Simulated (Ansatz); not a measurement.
`Br[SiH2][CH]([InH2])[SnH2][SbH2]`, relaxed with RKS PBE0-D4/def2-TZVP in Ansatz from a GFN2-xTB geometry. The force threshold is 0.005 eV/Å; the program also tests the step.

The species carries charge 0 and has multiplicity 1. In, Sn, Sb: def2 effective core potential.

Start:

```xyz
15

Br    0.418   -2.571   -0.622
Si   -1.583   -1.514   -0.651
C    -1.168    0.120    0.142
In   -0.152   -0.299    2.092
Sn    0.234    1.413   -0.977
Sb    2.716    0.201   -1.176
H    -1.961   -1.551   -2.061
H    -2.444   -2.373    0.165
H    -2.068    0.698    0.358
H    -0.564    0.750    3.414
H     1.070   -1.448    2.436
H    -0.022    2.906   -0.182
H    -0.631    1.764   -2.412
H     2.710    0.158    0.539
H     3.444    1.746   -1.068
```

```csv
step,energy (eV),largest force (eV/Å),largest move (Å)
1,-96639.7545,1.070,0.000
2,-96639.9672,0.538,0.192
3,-96640.0495,0.323,0.103
4,-96640.0730,0.150,0.052
5,-96640.0950,0.062,0.200
6,-96640.1070,0.136,0.195
7,-96640.1124,0.265,0.191
8,-96640.1233,0.363,0.119
9,-96640.1491,0.353,0.198
10,-96640.1848,0.187,0.196
11,-96640.1940,0.167,0.193
12,-96640.2059,0.233,0.101
13,-96640.2208,0.327,0.200
14,-96640.2270,0.187,0.074
15,-96640.2300,0.114,0.122
16 (rejected),-96640.2169,0.244,0.052
17,-96640.2313,0.042,0.026
18,-96640.2314,0.053,0.025
19,-96640.2320,0.023,0.016
20,-96640.2321,0.015,0.009
21,-96640.2322,0.007,0.011
22,-96640.2322,0.002,0.004
```

End:

```xyz
15

Br    0.310   -2.420   -1.432
Si   -1.558   -1.488   -0.589
C    -1.075    0.090    0.198
In    0.251   -0.200    1.930
Sn    0.034    1.354   -1.140
Sb    2.717    0.596   -0.734
H    -2.478   -1.358   -1.750
H    -2.114   -2.492    0.355
H    -1.959    0.650    0.525
H     0.607    1.235    2.813
H     0.600   -1.807    2.432
H    -0.210    2.995   -0.726
H    -0.387    1.110   -2.781
H     2.237   -0.260    0.697
H     3.025    1.995    0.202
```

Hardware: 4 threads of an AMD EPYC 7R13 on a shared host and a share of an NVIDIA H100 80 GB. Wall time 73 s, peak host memory 1.1 GiB.
